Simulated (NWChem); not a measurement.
System: TiF₃, doublet; SMILES [Ti]([F])([F])[F]

```xyz
4

Ti     0.0000     0.0000     0.0000
F     -1.6871     0.5049     0.0000
F      1.2808     1.2086     0.0000
F      0.4063    -1.7135     0.0000
```
Atoms are numbered in this order, from 1.

Level: PBE-D3(BJ)/def2-SVP, spin-unrestricted (NWChem), optimised geometry, unscaled harmonic frequencies. In the optimisation the excess spin sits in a' (C3h, its own frame). This spin state was assumed; another may lie lower.

List the harmonic frequencies with IR intensities, and the thermochemistry.


```json
[
 {"frequency (cm⁻¹)": "62", "IR intensity (km/mol)": "25.2"},
 {"frequency (cm⁻¹)": "183", "IR intensity (km/mol)": "8.7"},
 {"frequency (cm⁻¹)": "183", "IR intensity (km/mol)": "8.7"},
 {"frequency (cm⁻¹)": "670", "IR intensity (km/mol)": "0.0"},
 {"frequency (cm⁻¹)": "805", "IR intensity (km/mol)": "193.9"},
 {"frequency (cm⁻¹)": "805", "IR intensity (km/mol)": "193.8"}
]
```

```json
{
 "zero_point_energy": "3.9 kcal/mol",
 "thermal correction to the enthalpy at 298.15 K (with zero-point energy)": "7.7 kcal/mol",
 "heat capacity Cv": "13.8 cal/(mol K)",
 "dipole_moment": "0.00 D"
}
```

Rigid rotor and harmonic oscillator; modes under 100 cm⁻¹ make the entropy uncertain.
